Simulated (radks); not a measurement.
The numbers below are computed, except where a source is named.
Q: The mean radii <r> (bohr) of the occupied orbitals of an atom or ion are listed with their occupations. Level of theory: non-relativistic Kohn-Sham, LDA (Slater exchange, Perdew-Wang correlation), spin-polarised, spherical densities, point nucleus (a radial shooting solver on a logarithmic mesh with Libxc functionals).

| orbital | occ. | <r> |
|---|---|---|
| 1s up | 1 | 0.01870 |
| 1s down | 1 | 0.01870 |
| 2s up | 1 | 0.07866 |
| 2s down | 1 | 0.07866 |
| 2p up | 3 | 0.06643 |
| 2p down | 3 | 0.06643 |
| 3s up | 1 | 0.1981 |
| 3s down | 1 | 0.1981 |
| 3p up | 3 | 0.1885 |
| 3p down | 3 | 0.1885 |
| 3d up | 5 | 0.1644 |
| 3d down | 5 | 0.1644 |
| 4s up | 1 | 0.4343 |
| 4s down | 1 | 0.4343 |
| 4p up | 3 | 0.4373 |
| 4p down | 3 | 0.4373 |
| 4d up | 5 | 0.4427 |
| 4d down | 5 | 0.4427 |
| 4f up | 7 | 0.4574 |
| 4f down | 7 | 0.4574 |
| 5s up | 1 | 0.9735 |
| 5s down | 1 | 0.9734 |
| 5p up | 3 | 1.050 |
| 5p down | 3 | 1.050 |
| 5d up | 5 | 1.363 |
| 5d down | 5 | 1.358 |
| 6s up | 1 | 2.819 |
| 6s down | 1 | 2.806 |
| 6p up | 1 | 3.780 |

Name the element and its charge. Open shells, if any, are filled with parallel spins first.

A: Z = 81, thallium, charge 0: Tl in [Hg] 6p1. The 1s radius gives Z: for a bare nucleus <r> = 1.5/Z, 0.01852 bohr for Z = 81, and screening makes it slightly larger (0.01870 here). The occupations add up to 81, and the charge is Z minus that.
